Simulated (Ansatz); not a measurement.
(F)3Zr-NH-SiH3 (ZrSiNF3H4), relaxed as a singlet with RKS PBE0-D4/def2-SVP in Ansatz, starting from the GFN2-xTB geometry. Force threshold 0.02 eV/Å.

In the def2 sets Zr takes a core potential; there is no spin–orbit coupling. The relaxation made no stability test and no search for a lower SCF solution.

Start:

```xyz
10

Zr   -1.002    0.811   -0.819
F    -2.076    1.025    0.684
F     0.148    2.261   -1.028
F    -2.010    0.379   -2.318
N     0.028   -0.886   -0.480
Si    1.111   -0.539    0.820
H    -0.548   -1.729   -0.376
H     0.470    0.032    2.056
H     2.084    0.424    0.226
H     1.795   -1.778    1.235
```

Question: Estimate the energy that the relaxation releases and the steps that it takes.

Answer: 13.4 kcal/mol, in 31 steps; 62 s on 4 threads of Arm Neoverse V1 on a shared host. The force fell under the threshold at step 15, but the optimiser went on and released 0.027 eV more. No frequencies were taken in this run, so the end may be a saddle point.

Question: Does the start keep its bonding?

Answer: By distances, no bond broke or formed. The bond that changes most is Zr1–Si6, from 3.00 to 3.33 Å (atoms count from 1).

Question: Predict the relaxed structure.

Answer: 
Cartesian coordinates in Å:
```
Zr -1.090 0.807 -0.986
F -1.825 1.925 0.371
F 0.206 1.815 -1.955
F -2.438 0.100 -2.127
N -0.168 -0.766 -0.104
Si 1.156 -0.605 1.031
H -0.457 -1.725 -0.302
H 0.823 -1.161 2.378
H 1.385 0.869 1.149
H 2.408 -1.259 0.544
```
Bond lengths: 3 × F–Zr 1.90 to 1.91 Å; 1 × N–Zr 2.03 Å; 1 × N–Si 1.75 Å; 1 × Si–Zr 3.33 Å; 3 × H–Si 1.49 to 1.50 Å; 1 × H–N 1.02 Å.
